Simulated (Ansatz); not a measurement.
Calculated with Ansatz (gas phase, PBE0-D4/def2-TZVP geometries, no zero-point term in ΔE). CBS: MP2 limit from def2 TZ/QZ plus the TZ coupled-cluster correction, frozen cores. This one scheme is used for every species. DFT in def2-TZVPP. Elements past krypton have def2 core potentials. For Sn outer-core shells are correlated without core-valence functions, which leaves a few kJ/mol of doubt a bond. One conformer a species, not always the lowest.

`[BH2][SnH2][NH2]` + CH₄ → `[BH2][SnH2][CH3]` + NH₃  (formal exchange of groups at the Sn–N bond)

```tsv
level	ΔE (kJ/mol)
BLYP-D4	19.6
PBE-QIDH	12.4
PBE	14.1
r2SCAN	16.8
```

(1) What does CCSD(T)/CBS give? (Best estimate.)

Largest T1 diagnostic among the species: 0.013.

Results:

(1) Ansatz gave: +12.8 kJ/mol. The listed levels differ from it by 6.8, -0.4, 1.3, 4.0 kJ/mol.

Leaving LDA and LC-ωPBE aside and taking each functional with its dispersion term where it has one, the values, not all of them listed here, spread over 8.3 kJ/mol, from HSE06-D4 to B97M-V. LDA lies −3.2 kJ/mol from PBE without D4. In def2-TZVPP, CCSD(T) changes the Hartree–Fock value by −7.8 kJ/mol (the triples alone add −0.0 kJ/mol) and MP2 by −7.9 kJ/mol. At CCSD(T), def2-SVP lies +5.5 kJ/mol from the extrapolated value and def2-TZVPP +0.1 kJ/mol.
